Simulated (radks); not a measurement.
Initial-state core-level shifts of the tin ion Sn+ when its valence configuration changes from [Kr] 4d10 5s2 5p1. Calculated with a radial shooting solver on a logarithmic mesh with Libxc functionals: Dirac Kohn-Sham, PBE, spin-unpolarised, spherical densities, finite nucleus; open shells fill j = l - 1/2 first; Fermi nuclear charge, rms radius 4.6519 fm. Shifts are changes of the shell-averaged eigenvalues in eV (positive: less bound); the change of the density at the nucleus, which sets a Mossbauer isomer shift, is in e/bohr^3, on a base of 1.911e+05.

| valence | 1s | 2p | 3p | 4s | density at nucleus |
|---|---|---|---|---|---|
| 4d9 5s2 5p2 | -7.853 | -8.267 | -8.032 | -7.071 | +19.31 |
| 4d8 5s2 5p3 | -16.178 | -17.051 | -16.500 | -14.356 | +39.55 |
| 4d10 5p3 | -2.974 | -2.895 | -2.940 | -2.948 | -82.54 |
| 4d9.5 5s2 5p1.5 | -3.904 | -4.102 | -3.994 | -3.541 | +9.49 |
| 4d10 5s1.5 5p1.5 | -0.703 | -0.687 | -0.698 | -0.700 | -19.61 |
| 4d9 5p4 | -10.893 | -11.221 | -11.027 | -10.046 | -74.54 |
| 4d7 5s2 5p4 | -24.718 | -26.110 | -25.161 | -21.609 | +60.82 |
| 4d10 5s1 5p2 | -1.388 | -1.358 | -1.380 | -1.383 | -39.82 |
| 4d7 5s1 5p5 | -26.108 | -27.467 | -26.537 | -22.949 | +4.03 |
